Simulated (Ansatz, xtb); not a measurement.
# Two structures of C4H12BFO

Structure a: a singlet given by its coordinates. Structure b: `CCC[O+](C)[BH2-]F`, a singlet. Both are isolated molecules in the gas phase, relaxed with r2SCAN-D4/def2-SVP; the shapes shown needn't be the lowest conformers.

a (Å):

```yaml
atoms:
  - { symbol: C, position_ang: [-0.3807, -1.0514, -1.9754] }
  - { symbol: C, position_ang: [0.6538, -1.9065, -1.2435] }
  - { symbol: C, position_ang: [-0.3578, -0.7259, 2.3762] }
  - { symbol: C, position_ang: [-1.1650, -2.6304, 1.1965] }
  - { symbol: B, position_ang: [1.0064, -1.4248, 0.2321] }
  - { symbol: F, position_ang: [1.7195, -2.3264, 1.0080] }
  - { symbol: O, position_ang: [-0.4995, -1.3650, 1.1017] }
  - { symbol: H, position_ang: [-0.5308, -1.3625, -3.0226] }
  - { symbol: H, position_ang: [-1.3665, -1.0880, -1.4797] }
  - { symbol: H, position_ang: [-0.0773, 0.0088, -1.9866] }
  - { symbol: H, position_ang: [1.6143, -1.8698, -1.7932] }
  - { symbol: H, position_ang: [0.3692, -2.9766, -1.2649] }
  - { symbol: H, position_ang: [1.3476, -0.2567, 0.3746] }
  - { symbol: H, position_ang: [0.1060, 0.2485, 2.1890] }
  - { symbol: H, position_ang: [-1.3546, -0.6005, 2.8252] }
  - { symbol: H, position_ang: [0.2911, -1.3298, 3.0313] }
  - { symbol: H, position_ang: [-1.3102, -2.9952, 0.1739] }
  - { symbol: H, position_ang: [-0.5460, -3.3422, 1.7659] }
  - { symbol: H, position_ang: [-2.1394, -2.4837, 1.6857] }
```

Close contacts (Å): C1–C2 1.53, C2–B5 1.59, C3–O7 1.43, C4–O7 1.43, B5–F6 1.39, B5–O7 1.74, C1–H8 1.10, C1–H9 1.10, C1–H10 1.10, C2–H11 1.11, C2–H12 1.11, C3–H14 1.10, C3–H15 1.10, C3–H16 1.10, C4–H17 1.10, C4–H18 1.10, C4–H19 1.10, B5–H13 1.23.

b (Å):

```
atom    x (Å)    y (Å)    z (Å)
   C   1.7402  -1.4252   0.1025
   C   0.3527  -1.9479   0.4557
   C  -0.7223  -0.8804   0.4039
   C  -0.4834   0.0055   2.6474
   B  -1.2212   1.6580   0.7864
   F  -2.5435   1.3243   1.0245
   O  -0.3994   0.2654   1.2384
   H   2.0715  -0.6564   0.8173
   H   1.7462  -0.9641  -0.8982
   H   2.4834  -2.2364   0.1069
   H   0.0414  -2.7306  -0.2585
   H   0.3625  -2.4438   1.4425
   H  -1.7139  -1.2581   0.7072
   H  -0.8073  -0.4498  -0.6035
   H  -1.5165  -0.2656   2.9172
   H   0.2151  -0.7991   2.9142
   H  -0.1987   0.9369   3.1488
   H  -0.9194   1.7458  -0.3933
   H  -0.7531   2.4772   1.5614
```

**Question.** Which of the two would you expect CCSD(T)/def2-SVP + ΔMP2/def2-TZVPP electronic energies to favour?

**Answer.** Structure a; the calculation gives E(b) − E(a) = +0.212 eV.

How the difference moves with the method:

```json
{"level": "GFN2-xTB", "geometry": "GFN2-xTB", "E(b) − E(a) (eV)": "−0.410", "departure from the last row (eV)": "−0.623", "job, with rough time for the two": "optimisation, 0.15 s"}
{"level": "HF/STO-3G", "geometry": "GFN2-xTB", "E(b) − E(a) (eV)": "+0.126", "departure from the last row (eV)": "−0.086", "job, with rough time for the two": "single point, 0.36 s"}
{"level": "r2SCAN-D4/def2-SVP//GFN2-xTB", "geometry": "GFN2-xTB", "E(b) − E(a) (eV)": "+0.261", "departure from the last row (eV)": "+0.048", "job, with rough time for the two": "single point, 3.8 s"}
{"level": "r2SCAN-D4/def2-SVP", "geometry": "r2SCAN-D4/def2-SVP", "E(b) − E(a) (eV)": "+0.246", "departure from the last row (eV)": "+0.033", "job, with rough time for the two": "optimisation, 54 s"}
{"level": "HF/def2-SVP", "geometry": "r2SCAN-D4/def2-SVP", "E(b) − E(a) (eV)": "+0.218", "departure from the last row (eV)": "+0.005", "job, with rough time for the two": "part of the CCSD(T) run"}
{"level": "MP2/def2-SVP", "geometry": "r2SCAN-D4/def2-SVP", "E(b) − E(a) (eV)": "+0.203", "departure from the last row (eV)": "−0.009", "job, with rough time for the two": "part of the CCSD(T) run"}
{"level": "CCSD(T)/def2-SVP", "geometry": "r2SCAN-D4/def2-SVP", "E(b) − E(a) (eV)": "+0.199", "departure from the last row (eV)": "−0.013", "job, with rough time for the two": "single point"}
{"level": "CCSD(T)/def2-SVP + ΔMP2/def2-TZVPP", "geometry": "r2SCAN-D4/def2-SVP", "E(b) − E(a) (eV)": "+0.212", "departure from the last row (eV)": "", "job, with rough time for the two": "single point, 1.9 min"}
```

GFN2-xTB puts the two in the other order. The largest departure from CCSD(T)/def2-SVP + ΔMP2/def2-TZVPP is that of GFN2-xTB, 0.623 eV. The last row adds to CCSD(T) the change of the MP2 difference between the two basis sets, here +0.013 eV.

With thermal terms from frequencies at re-optimised GFN2-xTB minima (ideal gas, soft modes damped towards free rotors, one conformer each, 298.15 K, 1 atm): the zero-point term adds −0.004 eV; ΔH is +0.199 and ΔG +0.207 eV.

The correlated steps freeze 7 core orbitals. Codes used: Ansatz 0.2.0, xtb 6.7.1; the last row on 4 threads of Arm Neoverse V2 on a shared host.
